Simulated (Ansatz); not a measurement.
Start from `BBC=N` and change one atom or group to get `BBC(=N)O`.

Ansatz, PBE0-D4/def2-TZVP geometries, multiplicity 1. Each molecule was computed in one conformer, which needn't be the lowest.

| property | `BBC=N` |
| --- | --- |
| size of the dipole moment (PBE/def2-TZVPP) / D | 1.65 |
| LUMO energy (ωB97M-V/def2-TZVPP) / eV | -0.13 |
| LUMO energy (B3LYP/def2-TZVPP) / eV | -2.30 |
| size of the dipole moment (ωB97M-V/def2-TZVPP) / D | 2.00 |
| HOMO–LUMO gap (PBE0/def2-TZVPP) / eV | 5.28 |
| HOMO energy (PBE/def2-TZVPP) / eV | -6.00 |

Problem. What does the change do to each property? (Estimate.)

Solution. Computed: 
```tsv
property	`BBC(=N)O`	shift
size of the dipole moment (PBE/def2-TZVPP) / D	2.00	0.35
LUMO energy (ωB97M-V/def2-TZVPP) / eV	0.13	0.26
LUMO energy (B3LYP/def2-TZVPP) / eV	-2.03	0.27
size of the dipole moment (ωB97M-V/def2-TZVPP) / D	1.98	-0.02
HOMO–LUMO gap (PBE0/def2-TZVPP) / eV	6.18	0.90
HOMO energy (PBE/def2-TZVPP) / eV	-6.53	-0.53
```

With PBE0 the HOMO falls by 0.61 eV and the LUMO rises by 0.28 eV, so the gap widens by about 0.89 eV. PBE moves the HOMO by -0.53 eV and ωB97M-V by -0.60 eV. The zero-point energy changes by 13.6 kJ/mol with +3 modes. Dipoles are sizes alone; their direction can turn.

B3LYP here is the variant with VWN-RPA as its local correlation; programs differ in this.
